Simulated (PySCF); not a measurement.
**From a raw peak list to a structure**

Formula C7H10O. The spectrum was simulated from the full spin Hamiltonian at 600 MHz with 1.0 Hz Lorentzian lines, from shifts rounded to 0.01 ppm and J to 0.1 Hz, couplings under 1 Hz left out.

Maxima in ppm (height), grouped by integral:
4H: 1.852 (2), 1.830 (2), 1.828 (2), 1.812 (38), 1.810 (43), 1.807 (54), 1.804 (34), 1.801 (31), 1.799 (32), 1.797 (35), 1.794 (53), 1.792 (54), 1.789 (44), 1.773 (2), 1.771 (3), 1.749 (2)
6H: 1.389 (23), 1.385 (41), 1.383 (46), 1.380 (63), 1.377 (44), 1.375 (39), 1.371 (22), 1.352 (3), 1.326 (2), 1.325 (2), 1.316 (26), 1.314 (28), 1.307 (100), 1.292 (91), 1.287 (20), 1.285 (25), 1.283 (23), 1.275 (2), 1.273 (2), 1.250 (2), 1.249 (2)

¹³C{¹H} NMR (computed): δ 217.2 (C), 39.3 (CH), 26.5 (CH2).

- couplings computed with B3LYP/pcJ-1 (without the spin–dipole term)
- PBE0-D3(BJ)/def2-SVP geometry
- shieldings: GIAO PBE0/pcSseg-1
- run in PySCF
- rapidly exchanging positions averaged, isolated molecule, a single conformation, no relativistic terms

δ = σ(ref) − σ, references computed at the same level: TMS for ¹H (σref 31.27) and ¹³C (σref 184.41).

(1) Analyse the multiplets.

(2) What is the compound?

Results:

(1) ¹H NMR (600 MHz, computed): δ 1.80 (m, 4H), 1.38 (m, 2H), 1.30 (m, 4H). These are first-order names from the parameters used; overlap and second-order distortion can hide them in the list.

(2) `[C@H]12C(=O)[C@H](CC1)CC2`.

Atom-mapped SMILES (the numbers label the heavy atoms): `[O:1]=[C:2]1[C@H:3]2[CH2:4][CH2:5][C@@H:6]1[CH2:7][CH2:8]2`; H(Xn) means a hydrogen on atom n. Ha(C7), Ha(C8) are cis to C4 on the ring; Ha(C4), Ha(C5) are cis to C7 on the ring; Hb(C7), Hb(C8) are trans to C4 on the ring; Hb(C4), Hb(C5) are trans to C7 on the ring.

- δ 1.80: Hb(C4)/Hb(C5)/Hb(C7)/Hb(C8), hydrogen on an sp3 CH2 in a ring, coupled to Ha(C4)/Ha(C5)/Ha(C7)/Ha(C8) (14.0 Hz), H(C3)/H(C6) and Ha(C4)/Ha(C5)/Ha(C7)/Ha(C8) (5.2 Hz).
- δ 1.38: H(C3)/H(C6), hydrogen on an sp3 CH α to a carbonyl, coupled to Hb(C4)/Hb(C5)/Hb(C7)/Hb(C8) (5.3 Hz).
- δ 1.30: Ha(C4)/Ha(C5)/Ha(C7)/Ha(C8), hydrogen on an sp3 CH2 in a ring, coupled to Hb(C4)/Hb(C5)/Hb(C7)/Hb(C8) (14.0 Hz), Hb(C4)/Hb(C5)/Hb(C7)/Hb(C8) (5.0 Hz).

The data come from this structure; uniqueness wasn't tested.

Multiplet labels drop couplings under 1 Hz and merge nearly equal ones. Couplings among chemically equivalent protons are left out too, so labels in AA′BB′ or AA′XX′ sets are apparent multiplicities. Unscaled 3J(H,H) at this level run about 10 % above measured values. Shifts are as computed. Against solution values, carbons near 30 ppm lie about +2 ppm off and those near 130 ppm about +5 ppm. Of 1211 compounds with measured shifts, 218 miss one by over three times the rms of a fit or turn the order of signals round; such compounds aren't used in these exercises.
